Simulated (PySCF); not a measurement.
# Reading the logs of faulty runs: C2ClGeH6

Calculated results; nothing here was measured. The program is PySCF 2.14.0, an open-source quantum chemistry code, run on an isolated molecule that a program drew, which may never have been made. The molecule is C2ClGeH6 (charge 0, doublet), drawn as the SMILES string `C[CH2][GeH][Cl]`.

Each row is a Hartree-Fock (HF) and frozen-core CCSD(T) single point in the cc-pV(D+d)Z basis, meant for a local HF minimum. Run 1 is clean. Each other run has one planted mistake out of seven kinds, and not every kind appears here: one electron removed, one electron added, multiplicity raised by two, geometry at a saddle point, minimal basis STO-3G, one bond length entered in bohr, all coordinates scaled. The reference is restricted for singlets and unrestricted otherwise, and also for a bond in bohr. Adding or removing an electron swaps singlet and doublet. Electrons count all cores. HOMO and LUMO are orbital energies over both spins, the gradient is its largest component, and the lowest frequency (negative if imaginary) is given only where the gradient is small. Bond lengths are over the 9 bonds as drawn. T1 is the CCSD diagnostic: over 0.02 (restricted) or 0.045 (unrestricted) a single reference is doubtful. Germanium has the cc-pVDZ-PP basis, with a core potential (ECP10MDF) in place of its 10 inner electrons, and its 3s, 3p and 3d shells are frozen in CCSD(T).

Geometry of the clean run:
```xyz
10
C2ClGeH6, angstrom
C     0.3285    0.0786    0.6170
C    -0.9741   -0.3889   -0.0405
Ge   -2.0847    1.0758   -0.7543
Cl   -2.6697    2.3567    0.9301
H     0.1311    0.7427    1.4598
H     0.9658    0.6136   -0.0909
H     0.8950   -0.7782    0.9908
H    -0.7691   -1.0589   -0.8809
H    -1.5916   -0.9446    0.6682
H    -1.3201    1.9985   -1.7206
```

| run | electrons | basis functions | <S^2> | HOMO (eV) | LUMO (eV) | gradient (hartree/bohr) | lowest frequency (cm^-1) | mean bond (Å) | longest bond (Å) | T1 | HF (hartree) | CCSD(T) (hartree) | mistake |
|---|---|---|---|---|---|---|---|---|---|---|---|---|---|
| 1 | 67 | 104 | 0.754 | -9.03 | 0.84 | 2.3e-05 | 63 | 1.4113 | 2.196 | 0.0109 | -832.13416 | -832.71081 | no fault |
| 2 | 68 | 104 | 0.000 | -1.02 | 8.85 | 6.4e-02 | - | 1.4113 | 2.196 | 0.0088 | -832.13612 | -832.73763 | one electron added |
| 3 | 67 | 104 | 1.462 | -9.10 | 0.77 | 1.9e-02 | - | 1.5191 | 2.196 | 0.0532 | -832.00493 | -832.58000 | one bond length entered in bohr |
| 4 | 66 | 104 | 0.000 | -16.96 | -7.11 | 5.3e-02 | - | 1.4113 | 2.196 | 0.0178 | -831.83626 | -832.41637 | ? |
| 5 | 67 | 104 | 0.753 | -8.45 | 1.58 | 7.5e-02 | - | 1.2814 | 1.994 | 0.0096 | -832.03982 | -832.60347 | ? |

**Which mistake was planted in run 4, and what did it cost?**

It counts 66 electrons, one fewer than the clean run, at the same geometry and basis. So the mistake is: one electron removed. Subtracting run 1 and multiplying by 627.51 kcal/mol a hartree, the energy moved by 186.9 kcal/mol in HF and 184.8 kcal/mol in CCSD(T).

**Which mistake was planted in run 5, and what did it cost?**

The mean and the longest bond both change by the same factor, 0.908, and the gradient is no longer small. So the mistake is: all coordinates scaled. Subtracting run 1 and multiplying by 627.51 kcal/mol a hartree, the energy moved by 59.2 kcal/mol in HF and 67.4 kcal/mol in CCSD(T).

Cautions from the logs. Run 3: T1 is over the limit, so its CCSD(T) energy is less reliable.
